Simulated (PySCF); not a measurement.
Molecule: SMILES OB(O)CC#CCB(F)F, C4H6B2F2O2.

Cartesian coordinates in Å; atom numbers follow the order of the lines, from 1:
```xyz
16

O     3.600    0.699   -0.238
B     2.297    0.485    0.039
O     1.670    1.315    0.905
C     1.575   -0.762   -0.686
C     0.144   -0.756   -0.471
C    -1.032   -0.681   -0.252
C    -2.451   -0.575    0.055
B    -2.732    0.346    1.308
F    -1.805    1.086    1.886
F    -3.921    0.447    1.866
H     3.978    1.449    0.225
H     0.744    1.143    1.080
H     1.783   -0.745   -1.757
H     1.989   -1.697   -0.301
H    -2.868   -1.574    0.217
H    -2.976   -0.172   -0.819
```

Frames of a GFN2-xTB Langevin trajectory at 300 K; GIAO PBE0/pcSseg-1 shieldings in PySCF 2.14, gas phase, non-relativistic; equivalent atoms averaged within each frame.

δ = σ(ref) − σ, references computed at the same level: 17O (σ = 336.08 ppm) vs H2O; 11B (σ = 100.07 ppm) vs BF3·OEt2; 13C (σ = 186.93 ppm) and 1H (σ = 31.72 ppm) vs TMS; CFCl3 for 19F (σ = 170.95 ppm). The references are static minima.

**Question.** How do the shifts (ppm) fluctuate along the trajectory?

**Answer.** 
| time (fs) | O1/O3 | B2 | B8 | C5 | C6 | C7 | C4 | F9/F10 | H11/H12 | H15/H16 |
| --- | --- | --- | --- | --- | --- | --- | --- | --- | --- | --- |
| 250 | 125.0 | 30.6 | 27.4 | 85.1 | 84.8 | 12.1 | 8.0 | -68.4 | 4.39 | 3.03 |
| 425 | 122.8 | 26.8 | 29.7 | 87.4 | 78.5 | 6.5 | 12.3 | -66.6 | 4.85 | 2.22 |
| 625 | 121.9 | 24.0 | 24.4 | 93.6 | 87.4 | 13.2 | 7.5 | -71.5 | 5.01 | 3.27 |
| 800 | 114.1 | 25.0 | 25.3 | 84.7 | 76.3 | 4.0 | 5.7 | -72.5 | 4.17 | 2.64 |
| 1000 | 117.5 | 28.9 | 27.1 | 95.2 | 83.9 | 7.0 | 10.0 | -69.3 | 4.67 | 2.09 |
| mean of frames | 120.3 | 27.1 | 26.8 | 89.2 | 82.2 | 8.6 | 8.7 | -69.7 | 4.62 | 2.65 |
| standard deviation | 4.4 | 2.7 | 2.0 | 4.9 | 4.6 | 3.9 | 2.5 | 2.4 | 0.34 | 0.51 |

5 frames give an uncertainty of the mean of about the standard deviation over 2.2 at best, since frames this close in time may not be independent; classical motion lacks zero-point vibration, and the reference would need the same averaging.
